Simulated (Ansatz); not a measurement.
ZnN₃Cl₃H₉⁻, relaxed as a singlet with RKS PBE-D4/def2-SVPD in Ansatz, starting from the GFN2-xTB (ALPB water) geometry. Force threshold 0.02 eV/Å.

In the singlet geometry the species has come apart into loosely held pieces.

Start:

```xyz
16

Cl   -1.738    1.642    0.621
Cl    1.402   -2.114   -0.203
Cl   -1.555   -1.744    1.743
N     0.919    1.071   -1.050
N     0.957    0.339    1.957
N    -1.414   -0.919   -1.415
Zn   -0.142   -0.256    0.198
H     0.964    0.764   -2.015
H     1.871    1.243   -0.744
H     0.402    1.943   -1.009
H     1.941    0.086    1.964
H     0.502   -0.191    2.695
H     0.863    1.324    2.190
H    -0.947   -1.470   -2.130
H    -1.956   -0.184   -1.860
H    -2.071   -1.533   -0.941
```

Estimate the energy that the relaxation releases and the steps that it takes.

0.89 eV, in 16 steps; 52 s on 4 threads of Arm Neoverse V2 on a shared host. No frequencies were taken in this run, so the end may be a saddle point.

Does the start keep its bonding and symmetry?

Bonds lost: Cl1–Zn7 (atoms count from 1). The end holds 2 separate pieces. Point group Cs at the start, Cs at the end, both within 0.05 Å.

Predict the relaxed structure.


Cartesian coordinates in Å:
```
Cl -1.401 2.460 0.067
Cl 2.305 -2.128 -0.829
Cl -0.705 -2.667 1.494
N 1.132 0.835 -1.110
N 0.361 0.272 1.720
N -1.427 -0.677 -0.818
Zn 0.483 -1.015 0.039
H 1.169 0.653 -2.116
H 2.072 1.132 -0.834
H 0.450 1.598 -0.915
H 1.217 0.622 2.159
H -0.145 -0.315 2.397
H -0.233 1.084 1.438
H -1.581 -0.863 -1.813
H -1.679 0.317 -0.615
H -2.020 -1.310 -0.265
```
Bond lengths: 3 × N–Zn 2.12 to 2.27 Å; 2 × Cl–Zn 2.30 to 2.50 Å; 9 × H–N 1.02 to 1.04 Å.
